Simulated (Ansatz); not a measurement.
Cost and result for the atomization energy of Cl2FH3Si2, SMILES `F[SiH2][SiH](Cl)Cl` (8 atoms, 7 bonds).

Charge 0, multiplicity 1. The geometry is a stationary point of PBE0-D4/def2-TZVP. It is one conformer, not always the lowest. Program: Ansatz. All runs use 4 threads of an Arm Neoverse V1 on a shared host. Times are those of one run each, without the atoms' runs, and a repeat can differ threefold. Electronic energies, without spin–orbit coupling; frozen cores. CCSD(T)/CBS adds CCSD(T) − MP2 in def2-TZVPP to the MP2 limit, and its time is that of the two runs behind it. T1 = 0.011. B3LYP takes the VWN-RPA correlation (the form of Gaussian; ORCA's B3LYP/G).

CCSD(T)/CBS is a level of theory with its own doubt, some kJ/mol a heavy atom from the limit and from the frozen cores, so smaller differences don't rank the functionals.

```csv
level,functions,wall time
PBE-D4/def2-TZVPP (with forces),241,2.4 s
PBE0-D4/def2-TZVPP,241,3.6 s
B2PLYP/def2-TZVPP,241,4.9 s
r2SCAN-D4/def2-TZVPP (with forces),241,5.5 s
B3LYP-D4/def2-TZVPP (with forces),241,5.5 s
ωB97X-V/def2-TZVPP,241,8.5 s
ωB97M-V/def2-TZVPP (with forces),241,12 s
MP2/def2-QZVPP,427,17 s
CCSD(T)/def2-TZVPP,241,120 s
CCSD(T)/CBS(def2),–,2.2 min
```

Q: What atomization energy does each give, and how far from CCSD(T)/CBS? (Best estimate.)

A: Computed: 
```
                             level  atomization (kJ/mol)  difference from CCSD(T)/CBS  per bond
   PBE-D4/def2-TZVPP (with forces)                2594.8                         -8.2      -1.2
                PBE0-D4/def2-TZVPP                2567.9                        -35.1      -5.0
                 B2PLYP/def2-TZVPP                2541.3                        -61.7      -8.8
r2SCAN-D4/def2-TZVPP (with forces)                2602.8                         -0.2       0.0
 B3LYP-D4/def2-TZVPP (with forces)                2563.2                        -39.8      -5.7
                ωB97X-V/def2-TZVPP                2615.2                         12.2       1.7
  ωB97M-V/def2-TZVPP (with forces)                2599.1                         -3.9      -0.6
                    MP2/def2-QZVPP                2629.0                         26.0       3.7
                CCSD(T)/def2-TZVPP                2513.0                        -90.0     -12.9
                 CCSD(T)/CBS(def2)                2603.0                          0.0       0.0
```

The D4 term adds +39.9 kJ/mol with B3LYP and +21.0 kJ/mol with PBE0; it sums over pairs of atoms, weighted by their polarisabilities, and B3LYP, whose exchange is more repulsive, gets the larger term. From PBE to PBE0 (25 % exact exchange), in def2-TZVPP and without D4, the atomization energy moves by −23.5 kJ/mol: exact exchange takes away binding that semilocal exchange gives to molecules. In def2-TZVPP, CCSD(T) changes the Hartree–Fock value by +554.4 kJ/mol (the triples alone add +38.1 kJ/mol) and MP2 by +616.1 kJ/mol; breaking electron pairs costs correlation energy, which Hartree–Fock lacks.
